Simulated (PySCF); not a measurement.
CH2B2Cl2F2.
Numbering: `[F:1][B:2]([F:3])[CH2:4][B:5]([Cl:6])[Cl:7]` (hydrogens: H8, H9 on C4)

Torsions of this conformer, `[F:1][B:2]([F:3])[CH2:4][B:5]([Cl:6])[Cl:7]`: F1–B2–C4–B5 -96°, B2–C4–B5–Cl6 -91°.

The closed-shell ground state was solved at several levels (PySCF, density fitting, gas phase, non-relativistic). Isolated species at its PBE0-D3(BJ)/def2-SVP geometry (one conformer only).

```csv
level,basis functions,total energy (Eh),HOMO (eV),LUMO (eV),gap (eV),dipole (D)
CAM-B3LYP/def2-SVPD,176,-1208.7757,-10.66,-0.74,9.92,1.76
PBE0/pcSseg-1,143,-1208.6564,-9.30,-1.82,7.48,1.75
```

Estimate the row for KT3/pcSseg-2, a basis of 294 functions; the other rows only guide the guess.

Total energy -1219.5481 Eh, HOMO -7.95 eV, LUMO -2.65 eV, gap 5.30 eV, dipole 1.64 D.

Over all these levels, which gives the widest orbital gap and which the narrowest?

CAM-B3LYP/def2-SVPD (range-separated hybrid) has the widest, 9.92 eV, and KT3/pcSseg-2 (GGA) the narrowest, 5.30 eV. Functional and basis both differ between the two, so the spread mixes both effects.

How far do the dipole and the HOMO energy spread over the levels?

The dipole runs from 1.64 to 1.76 D (mean 1.72 D) and the HOMO from -10.66 to -7.95 eV.
